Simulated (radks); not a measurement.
Problem. Sb6+, configuration [Ar] 3d10 4s2 4p5 4d10 (not the ground configuration). Calculated with a radial shooting solver on a logarithmic mesh with Libxc functionals: scalar-relativistic Kohn-Sham, PBE, spin-polarised, spherical densities, finite nucleus; open shells are filled with parallel spins first (spin-orbit coupling, left out, can overturn this in heavy ions); Fermi nuclear charge, rms radius 4.6802 fm. Some entries of the table are withheld. Estimate them.

orbital,occ.,eigenvalue (hartree),<1/r> (bohr^-1)
1s up,1,-1116.825,54.32
1s down,1,-1116.814,54.32
2s up,1,-172.5660,12.41
2s down,1,-172.5591,12.41
2p up,3,-155.2524,11.92
2p down,3,-155.2416,11.92
3s up,1,-36.29330,4.425
3s down,1,-36.28265,4.424
3p up,3,-30.64683,4.211
3p down,3,-30.63469,4.211
3d up,5,-22.02807,3.979
3d down,5,-22.01569,3.979
4s up,1,(1),1.776
4s down,1,(2),1.774
4p up,3,-6.68563,(3)
4p down,2,-6.64097,(4)
4d up,5,-4.10371,1.362
4d down,5,-4.06615,1.357

Solution. 
(1) 4s up eigenvalue (hartree): -8.43769
(2) 4s down eigenvalue (hartree): -8.39061
(3) 4p up <1/r> (bohr^-1): 1.627
(4) 4p down <1/r> (bohr^-1): 1.624
